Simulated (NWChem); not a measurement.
Species: C₂H₃ClF₂; SMILES CC(F)(F)Cl

Results from NWChem. Pople sets run with spherical d functions. Coordinates come from a PBE-D3(BJ)/def2-SVP optimisation. COSMO at M05-2X/6-31G*, default radii, gas-phase geometry; f = (ε − 1)/ε scales the surface charges.

```csv
row,f,electrostatic solvation energy (kcal/mol)
ε = 2.0,0.5000,-1.36
ε = 3.9,0.7436,withheld
ε = 11.7,0.9145,-2.62
ε = 37.5,0.9733,-2.81
ε = 78.4,0.9872,-2.85
```

Problem. Fit a straight line of the last column on the one before it, predict the withheld value, and compare with the run.

Solution. 
1. Means of the 4 shown rows: x = 0.84375, y = -2.410. Slope Σ(x − x̄)(y − ȳ)/Σ(x − x̄)² = -0.4907/0.1605 = -3.057; intercept 0.169.
2. The shown rows scatter about the line by 0.004 (root mean square); the largest residual is +0.01, at ε = 11.7.
3. At x = 0.7436 (ε = 3.9; inside the shown range) the line gives -2.10.
4. The run gives -2.08, +0.02 from the line.
